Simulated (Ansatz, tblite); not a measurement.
Adding an electron: Sn3⁺. The state is a doublet with charge 1. Geometry: B3LYP-D4/def2-SVP. Ansatz, gas phase; energy differences of separate SCF runs; the reduced species is a singlet (the triplet lies 0.49 eV higher at PBE0-D4/def2-TZVP).

```xyz
3

Sn   -1.726    0.885    0.655
Sn    0.004   -0.043   -1.374
Sn    1.722   -0.842    0.720
```

In the def2 sets Sn takes a core potential; there is no spin–orbit coupling. The xTB rows come from tblite. At PBE0-D4/def2-TZVP a quartet of charge 1 lies 0.18 eV below the doublet, each at its own geometry. The structure comes from a short search, and lower isomers may exist.

| level | −HOMO (eV) | −LUMO (eV) | vertical EA (eV) | HOMO–LUMO gap (eV) | remarks |
| --- | --- | --- | --- | --- | --- |
| GFN1-xTB | – | – | 11.65 | – | – |
| GFN2-xTB | – | – | 11.23 | – | – |
| PBE-D4/def2-TZVP | 9.39 | 9.06 | 6.84 | 0.33 | – |
| r2SCAN-D4/def2-TZVP | 9.60 | 8.91 | 6.85 | 0.70 | spin-contaminated (⟨S²⟩ 0.87) (+1 doublet) |
| PBE0-D4/def2-TZVP | 10.10 | 8.29 | 6.75 | 1.81 | – |

  HOMO and LUMO are the levels of the spin that leaves or enters (xTB has no such levels and no spin-polarisation term). Other spin states of the ions may lie lower, which would lower the ionisation energy or raise the affinity. Raw xTB energy differences between charge states are shifted by several eV; the methods need an empirical correction for them.
